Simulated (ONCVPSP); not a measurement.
Cu (Z = 29) ONCV: all-electron and pseudo phase curves

```
Element                 : Cu
Generator               : ONCVPSP 4.0.1
Type                    : optimised norm-conserving Vanderbilt (ONCV)
Functional              : PBEsol
Relativity              : scalar-relativistic
Frozen core             : [Ar]
Valence charge          : 11
Reference configuration : 3d10 4s1
Partial waves           : 4s: rc 1.85 bohr, ncon 4, nbas 7, qcut 3.8 1/bohr, 3 projectors, debl 2.3 Ha; p scattering state at 0.38 Ha: rc 1.85 bohr, ncon 4, nbas 7, qcut 5 1/bohr, 1 projector; 3d: rc 1.00 bohr, ncon 5, nbas 9, qcut 19.1 1/bohr, 2 projectors, debl 0.4 Ha
Local potential         : polynomial inside 0.80 bohr (lpopt 5, dvloc0 1 Ha)
Core correction         : Teter function, fcfact 2.75, rcfact 1.4
```

The phase is arctan(r·R′/R) of the radial function R(r), unwrapped; energies in Ha, scanned from -2 to 5 Ha. A pole is an energy at which the radial function vanishes at the test radius. The pseudo phase is shifted by a multiple of π to meet the all-electron one at the reference energy, and phase errors are pseudo minus all-electron; the curves can meet again beyond the range given. Levels narrower than the energy grid can be missing from the lists of poles.

Problem. For each channel, where are the poles, and over which energies does the pseudopotential scatter like the atom?

Solution.

| channel | radius (bohr) | reference energy (Ha) | poles, all-electron | poles, pseudo | unbroken range about the reference energy with phases within 0.05 rad | phase error 1 Ha above the reference energy (rad) |
| --- | --- | --- | --- | --- | --- | --- |
| s | 1.88 | -0.17 | 2.50 | 1.45, 2.50 | below 1.4 | -0.001 |
| p | 1.88 | 0.38 | 3.26 | -0.55, 3.14 | -0.2 to 4.4 | +0.003 |
| d | 1.01 | -0.19 | 1.93 | 1.93 | the whole range | -0.000 |

Note: ghosts flagged at negative energy: p at -15.4 eV; GHOST(+) flagged for s at 39.8 eV. A true bound ghost makes a file unfit for plane-wave use.

Phases in the d channel:

```json
{"E (Ha)": "-1.98", "all-electron": "0.344", "pseudo": "0.344"}
{"E (Ha)": "-1.62", "all-electron": "0.068", "pseudo": "0.068"}
{"E (Ha)": "-1.26", "all-electron": "-0.261", "pseudo": "-0.261"}
{"E (Ha)": "-0.90", "all-electron": "-0.587", "pseudo": "-0.587"}
{"E (Ha)": "-0.54", "all-electron": "-0.857", "pseudo": "-0.857"}
{"E (Ha)": "-0.18", "all-electron": "-1.058", "pseudo": "-1.058"}
{"E (Ha)": "0.18", "all-electron": "-1.206", "pseudo": "-1.206"}
{"E (Ha)": "0.54", "all-electron": "-1.316", "pseudo": "-1.316"}
{"E (Ha)": "0.90", "all-electron": "-1.402", "pseudo": "-1.402"}
{"E (Ha)": "1.26", "all-electron": "-1.470", "pseudo": "-1.470"}
{"E (Ha)": "1.62", "all-electron": "-1.528", "pseudo": "-1.528"}
{"E (Ha)": "1.98", "all-electron": "-1.577", "pseudo": "-1.577"}
{"E (Ha)": "2.34", "all-electron": "-1.622", "pseudo": "-1.622"}
{"E (Ha)": "2.70", "all-electron": "-1.664", "pseudo": "-1.664"}
{"E (Ha)": "3.06", "all-electron": "-1.704", "pseudo": "-1.704"}
{"E (Ha)": "3.42", "all-electron": "-1.743", "pseudo": "-1.743"}
{"E (Ha)": "3.78", "all-electron": "-1.784", "pseudo": "-1.784"}
{"E (Ha)": "4.14", "all-electron": "-1.827", "pseudo": "-1.827"}
{"E (Ha)": "4.50", "all-electron": "-1.873", "pseudo": "-1.873"}
{"E (Ha)": "4.86", "all-electron": "-1.925", "pseudo": "-1.925"}
```
